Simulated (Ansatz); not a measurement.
Born–Oppenheimer molecular dynamics of BH$_{7}$O$_{4}$Si (13 atoms, charge 0, multiplicity 1). It starts from a rough guess of a transition structure, not a stationary point.

All numbers below come from Ansatz, UKS PBE-D4/STO-3G.

```
ensemble                      : NVE (velocity Verlet)
time step                     : 0.5 fs
steps asked                   : 150
starting velocities drawn for : 1000 K
seed                          : 354330
```

First frame:

```xyz
13
Properties=species:S:1:pos:R:3
B -0.370 -0.992 0.328
O 1.036 -1.663 -0.468
O -0.353 -1.389 1.624
O -1.488 -1.005 -0.428
H 1.255 -0.413 -0.345
O 0.520 0.506 0.151
Si 0.174 2.003 -0.336
H 1.528 -2.113 0.221
H -1.216 -1.433 2.030
H -1.378 -0.777 -1.348
H -0.772 2.606 0.601
H 1.470 2.679 -0.345
H -0.406 1.990 -1.687
```

(1) How far do the bonds stretch over the last three quarters of this one trajectory? (Pairs bonded in most of those frames.)

## Answers

(1) 
| bond | mean (Å) | spread (Å) | shortest | longest |
| --- | --- | --- | --- | --- |
| B1–O2 | 1.465 | 0.071 | 1.36 | 1.57 |
| B1–O3 | 1.406 | 0.043 | 1.34 | 1.51 |
| B1–O4 | 1.413 | 0.014 | 1.39 | 1.45 |
| O2–H8 | 1.039 | 0.061 | 0.95 | 1.13 |
| O3–H9 | 1.038 | 0.049 | 0.95 | 1.12 |
| O4–H10 | 1.038 | 0.059 | 0.95 | 1.13 |
| H5–O6 | 1.057 | 0.056 | 0.96 | 1.16 |
| O6–Si7 | 1.773 | 0.098 | 1.61 | 1.91 |
| Si7–H11 | 1.463 | 0.027 | 1.42 | 1.50 |
| Si7–H12 | 1.465 | 0.012 | 1.44 | 1.49 |
| Si7–H13 | 1.482 | 0.077 | 1.36 | 1.59 |

Pairs bonded in part of these frames only: B1–O6 7 %.

Mean temperature of the second half: 860 K. The conserved energy stayed within 0.87 meV per atom of its start (net change -0.025 meV per atom), so the integration is sound. A run of 0.075 ps of so small a system gives no equilibrium averages. The orbitals were unrestricted but ended closed-shell. Limits of this set-up: minimal basis.

The run took 9.1 min on 1 thread of Arm Neoverse V2, with other jobs on the host, peak memory 0.13 GiB.
